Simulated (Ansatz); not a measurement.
Reaction (isomerisation): `O/C([SiH3])=C\Cl` → `Cl[SiH]1CCO1`

Program: Ansatz. Geometries: PBE0-D4/def2-TZVP. ΔE: electronic, gas phase. CBS: MP2 limit from def2 TZ/QZ plus the TZ coupled-cluster correction, frozen cores. Functionals use def2-TZVPP. B3LYP here is the variant with VWN-RPA as its local correlation; programs differ in this. Each species was taken in one conformer, which may not be the lowest.

```tsv
species	B3LYP energy (Eh)
`O/C([SiH3])=C\Cl`	-904.23614
`Cl[SiH]1CCO1`	-904.33347
```

Q: Work out ΔE.

A: ΔE = (-904.33347) − (-904.23614) = -0.09733 Eh = -61.1 kcal/mol. CCSD(T)/CBS gives -65.3 kcal/mol.

Largest T1 diagnostic among the species: 0.013.

From PBE to PBE0 (25 % exact exchange), in def2-TZVPP and without D4, ΔE moves by −4.6 kcal/mol.
